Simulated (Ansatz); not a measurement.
Geometry optimisation, Ansatz 0.2.0, RKS r2SCAN/6-31G*.

The input (input.yaml):

```yaml
crystal:
  periodic: [false, false, false]
  atoms:
    - { symbol: Al, position_ang: [0.0, 0.0, 0.0] }
    - { symbol: F, position_ang: [0.0, 0.0, 1.69] }
    - { symbol: Cl, position_ang: [1.9312, 0.0, -1.115] }
    - { symbol: Cl, position_ang: [-1.9312, 0.0, -1.115] }
basis:
  gaussian: { orbitals: "6-31G*" }
hamiltonian:
  xc: r2scan
relax:
  f_tol: 0.02
  max_steps: 40
```

Launched with:

```bash
$ ansatz run input.yaml --threads 1 --pin off --max-ram 2048MiB --backend cpu --events-out ev --progress --plain --runs-dir out
```

Problem. Where does it end, and by what steps?

Solution. The run converged. After 4 steps the energy has fallen by 0.402 eV; Cl3 moved furthest, 0.14 Å.

```tsv
step	energy less start (eV)	largest force component (eV/Å)	accepted
0	0.0000	1.815	yes
1	-0.3784	0.797	yes
2	-0.3995	0.338	yes
3	-0.4016	0.021	yes
4	-0.4016	0.001	yes
```

```xyz
4
Properties=species:S:1:pos:R:3
Al 0.000 0.000 -0.032
F 0.000 0.000 1.609
Cl 1.805 0.000 -1.058
Cl -1.805 0.000 -1.058
```

Whether the end is a true minimum wasn't checked by a vibrational analysis.

Time of the run: 23 s on 1 thread of Arm Neoverse V1, with other jobs on the host, peak memory 0.13 GiB.
